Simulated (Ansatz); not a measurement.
Process, species as SMILES: B(F)=O → B atom + F atom + O atom
B3LYP-D3(BJ)/def2-TZVP geometries, fixed; electronic energies without zero-point terms.
Largest species:
```
B
O 1 1.2071
F 1 1.2860 2 180.00
```

Basis-set convergence of the atomisation energy at B3LYP with Ansatz (a first-principles code). Cartesian d functions, on some or all atoms, in 6-31+G*; all else is spherical. Open shells are unrestricted. No added dispersion term, no relativity. Functions are those of the species that has most. Reference: the value in aug-pcseg-3, 356.88 kcal/mol, itself unsure by roughly 0.25 kcal/mol (its mean distance from aug-cc-pVQZ, cc-pV5Z, def2-QZVPPD). Deviations are taken from unrounded values.

| basis | functions |
|---|---|
| 6-31+G* | 57 |
| 6-311+G** | 66 |
| def2-SVPD | 66 |
| aug-cc-pVDZ | 69 |
| 6-311++G(2d,2p) | 81 |
| 6-311++G(3df,3pd) | 117 |
| def2-TZVPPD | 117 |
| jun-cc-pV(T+d)Z | 117 |
| aug-cc-pVTZ | 138 |
| def2-QZVPPD | 195 |
| aug-cc-pVQZ | 240 |

Q: Which is the smallest set listed that can be trusted to 4 kcal/mol here, that is, within that of the reference together with its larger relatives (same family, alike in diffuse functions; a set with none to test it counts only in the reference's own line)?

A: The smallest set listed that lies within 4 kcal/mol of the reference with all its larger relatives (same family, alike in diffuse functions; a set with none counts only in the reference's own line) is def2-SVPD (66 functions, 1.24 kcal/mol off). Value minus reference: 6-31+G* -6.57, 6-311+G** -6.58, def2-SVPD 1.24, aug-cc-pVDZ -11.39, 6-311++G(2d,2p) -1.95, 6-311++G(3df,3pd) 1.10, def2-TZVPPD -1.58, jun-cc-pV(T+d)Z -1.69, aug-cc-pVTZ -1.66, def2-QZVPPD -0.57, aug-cc-pVQZ -0.14 kcal/mol.
